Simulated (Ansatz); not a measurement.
ReH₉⁻, that is [ReH9]2- with one electron fewer. The state is a doublet with charge -1. Geometry B3LYP-D4/def2-TZVPD, that of the charge -2 singlet; atoms count from 1.

```xyz
10

Re    0.0003    0.0000    0.0003
H     1.5437   -0.6144   -0.3156
H    -1.1782    0.0201   -1.2085
H    -0.3447    0.5940    1.5455
H     1.2181    1.1128    0.5135
H     0.4637   -1.1415    1.2116
H     0.6335    0.6792   -1.4582
H    -0.1105   -1.5441   -0.7697
H    -0.7409    1.5587   -0.1036
H    -1.4850   -0.6647    0.5849
```

In the def2 sets Re takes a core potential; there is no spin–orbit coupling.

**Question.** Estimate the Mulliken populations from the PBE0/def2-TZVPD orbitals of Ansatz.

**Answer.** 
| atom | charge (e) | spin (α − β) | d electrons |
| --- | --- | --- | --- |
| Re1 | -0.79 | 0.91 | 5.72 |
| H2 | -0.06 | 0.07 | – |
| H3 | -0.07 | 0.02 | – |
| H4 | -0.06 | 0.07 | – |
| H5 | -0.01 | -0.04 | – |
| H6 | -0.01 | -0.04 | – |
| H7 | 0.00 | 0.00 | – |
| H8 | 0.00 | 0.00 | – |
| H9 | 0.00 | 0.00 | – |
| H10 | 0.00 | 0.00 | – |
Mulliken values and Mayer orders depend strongly on the basis. With diffuse functions, as here, like atoms can get unlike values, and bond orders can come out too low or too high.

**Question.** Where does the spin sit?

**Answer.** Summed by element: Re 0.91, H 0.09, of 1 unpaired in all. Largest on single atoms: Re1 0.91, H4 0.07, H2 0.07.
